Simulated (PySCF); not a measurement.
Static response to an electric field

Species: Al(NH3)F3.
Geometry (PBE0-D3(BJ)/def2-SVP, Å), atoms numbered from 1 in this order:
```xyz
8
AlF3H3N angstrom
Al    -0.0006    0.0125   -1.0291
N      0.0020   -0.0124    0.9742
H     -0.9491    0.0330    1.3447
H      0.5189    0.7812    1.3572
H      0.4326   -0.8648    1.3373
F      1.6370   -0.0153   -1.3404
F     -0.7910    1.4546   -1.3050
F     -0.8499   -1.3888   -1.3389
```

Level: B3LYP/def2-SVPD (PySCF), static field, nuclei fixed, core orbitals frozen in the response. The polarisability tensor in these axes (au):

```
x   31.34  0.01 -0.01
y    0.01 31.36 -0.03
z   -0.01 -0.03 33.59
```

Q: Give the principal values, the mean and the anisotropy Δα = √{½[(α1 − α2)² + (α2 − α3)² + (α1 − α3)²]}.

A: Principal values 31.34, 31.36 and 33.59 au; mean 32.10 au = 4.76 Å³ = 5.29 × 10⁻⁴⁰ C²·m²/J; Δα = 2.24 au (7 % of the mean).

Q: What is the dipole moment, and where does it point?

A: (0.00, -0.08, 6.35) D, 6.35 D in size, pointing from the negative to the positive side. Measured along this direction, the outermost atoms are F6, F7 and F8 at the negative end and H5, H4 and H3 at the positive end.

Q: Orientational against electronic polarisability at 500 K (dilute gas, rigid molecules)?

A: In Gaussian units μ²/3kT = 194.99 Å³ against 4.76 Å³, a ratio of 41.00; the Debye molar polarisation (4π/3)N_A(α + μ²/3kT) is 503.9 cm³/mol, leaving out the vibrational part.

Q: Molar refractivity from α?

A: Lorentz–Lorenz: R = (4π/3)N_A α = 2.5225 cm³/(mol·Å³) × 4.76 Å³ = 12.0 cm³/mol, in the limit of long wavelengths.

Q: Find the Langevin capture rate constant for O2+ (31.990 u) meeting this molecule (101.003 u), k = 2.342 × 10⁻⁹ cm³/s × √(α in Å³ / reduced mass in u).

A: The reduced mass is 24.30 u, so k = 1.04 × 10⁻⁹ cm³/s. The formula leaves out the permanent dipole, which adds to the capture rate.

Isolated species at its PBE0-D3(BJ)/def2-SVP geometry, gas phase.
